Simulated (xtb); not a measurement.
Input file for xtb: GFN1-xTB on SbC, 2S+1 = 2, a spin state set in the input, which need not be the lowest, a point of a bond scan (R = 1.837 Å).

```
$ xtb mol.xyz --gfn 1 --sp --chrg 0 --uhf 1
2

C      0.00000000     0.00000000     0.00000000
Sb     0.00000000     0.00000000     1.83669600
```

The head of its log:

```
[...]
           -------------------------------------------------
          |                Calculation Setup                |
           -------------------------------------------------



           -------------------------------------------------
          |                 G F N 1 - x T B                 |
           -------------------------------------------------

        Reference                      10.1021/acs.jctc.7b00118
      * Hamiltonian:
        H0-scaling (s, p, d)           1.850000    2.250000    2.000000
        zeta-weighting                 0.000000
      * Dispersion:
        s8                             2.400000
        a1                             0.630000
        a2                             5.000000
        s9                             0.000000
      * Repulsion:
        kExp                           1.500000
        rExp                           1.000000
      * Coulomb:
        alpha                          2.000000
        third order                    atomic
        anisotropic                    false
      * Halogen bond correction:
        rad-scale                      1.300000
        damping                        0.440000


          ...................................................
          :                      SETUP                      :
          :.................................................:
          :  # basis functions                  14          :
          :  # atomic orbitals                  13          :
          :  # shells                            5          :
          :  # electrons                         9          :
          :  # halogen bonds                     0          :
          :  max. iterations                   250          :
          :  Hamiltonian                  GFN1-xTB          :
          :  restarted?                      false          :
          :  GBSA solvation                  false          :
          :  PC potential                    false          :
          :  electronic temp.          300.0000000     K    :
          :  accuracy                    1.0000000          :
          :  -> integral cutoff          0.2500000E+02      :
          :  -> integral neglect         0.1000000E-07      :
          :  -> SCF convergence          0.1000000E-05 Eh   :
          :  -> wf. convergence          0.2000000E-04 e    :
          :  Broyden damping             0.4000000          :
          :  net charge                          0          :
          :  unpaired electrons                  1          :
          ...................................................

 iter      E             dE          RMSdq      gap      omega  full diag
   1     -4.4116391 -0.441164E+01  0.592E+00    2.30       0.0  T
   2     -4.3341380  0.775011E-01  0.108E+01    2.91       1.0  T
```

Q: What total energy does the run end on?

A: -4.3914 hartree.
